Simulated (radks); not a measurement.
Values are calculated unless marked as measured or tabulated.
Cu3+, configuration [Ne] 3s2 3p5 3d8 4f1 (not the ground configuration).

Code: a radial shooting solver on a logarithmic mesh with Libxc functionals. Model: non-relativistic Kohn-Sham, HCTH/407, spin-polarised, spherical densities, point nucleus; open shells are filled with parallel spins first.

Energy parts (hartree):
| part | energy |
|---|---|
| total | -1634.71761 |
| kinetic | 1633.42743 |
| electron-nucleus | -3854.82940 |
| Hartree | 652.69290 |
| exchange-correlation | -66.00854 |

Orbitals (lengths in bohr, moments of r in powers of bohr; r(90%) holds 90 % of the orbital's charge):
\begin{tabular}{lrrrrrr}
orbital & occ. & eigenvalue (hartree) & <r> & r(90%) & <1/r> & <r^2> \\ \hline
1s up & 1 & -323.8462 & 0.05294 & 0.0943 & 28.49 & 0.003755 \\
1s down & 1 & -323.8222 & 0.05293 & 0.0943 & 28.49 & 0.003755 \\
2s up & 1 & -40.78872 & 0.2387 & 0.369 & 6.194 & 0.06714 \\
2s down & 1 & -40.71015 & 0.2384 & 0.368 & 6.201 & 0.06695 \\
2p up & 3 & -36.11839 & 0.2077 & 0.339 & 6.159 & 0.05283 \\
2p down & 3 & -36.04624 & 0.2074 & 0.339 & 6.165 & 0.05268 \\
3s up & 1 & -6.51313 & 0.7055 & 1.05 & 2.005 & 0.5723 \\
3s down & 1 & -6.33411 & 0.7090 & 1.06 & 1.992 & 0.5785 \\
3p up & 3 & -5.03153 & 0.7244 & 1.11 & 1.892 & 0.6142 \\
3p down & 2 & -4.85425 & 0.7301 & 1.12 & 1.876 & 0.6250 \\
3d up & 5 & -2.50046 & 0.7845 & 1.29 & 1.623 & 0.7619 \\
3d down & 3 & -2.33613 & 0.8064 & 1.34 & 1.594 & 0.8124 \\
4f up & 1 & -0.44515 & 4.396 & 6.24 & 0.2550 & 21.34 \\
\end{tabular}

The highest occupied level is 4f up at -12.113 eV. Virial ratio -V/T = 2.00079. Summed over all electrons, <r^2> = 32.29 bohr^2, which gives a Langevin (diamagnetic) susceptibility term of -25.6 x 10^-6 cm^3/mol. The density falls to 0.001 e/bohr^3 at r = 4.66 bohr. The spin density at the nucleus is -0.774 e/bohr^3 (1s -0.855, 2s -1.528, 3s 1.609), a Fermi contact field of -40.6 T. The electron density at the nucleus is 1.66e+04 e/bohr^3. Spin moment in Bohr magnetons: 4.

Empty levels of this run are not shown, since the potential may be unsettled where no density lies.
